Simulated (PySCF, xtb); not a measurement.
F₄Ti, SMILES [F][Ti]([F])([F])[F] (connectivity only; charge and spin as stated), charge +1, multiplicity 2.

Harmonic wavenumbers (cm⁻¹) from xtb 6.7.1 with GFN2-xTB at its own minimum, in rising order: 165, 165, 167, 167, 167, 514, 519, 519, 519.

Task: What does TPSSh-D3(BJ)/def2-SVP run with PySCF give at its own minimum? (Estimate from the structure and the level; the computed values follow.)

Result: 100, 136, 157, 199, 306, 362, 660, 884, 930. Paired by order, the mean absolute difference is 149 cm⁻¹ and the zero-point energies are 4.1 and 5.3 kcal/mol.
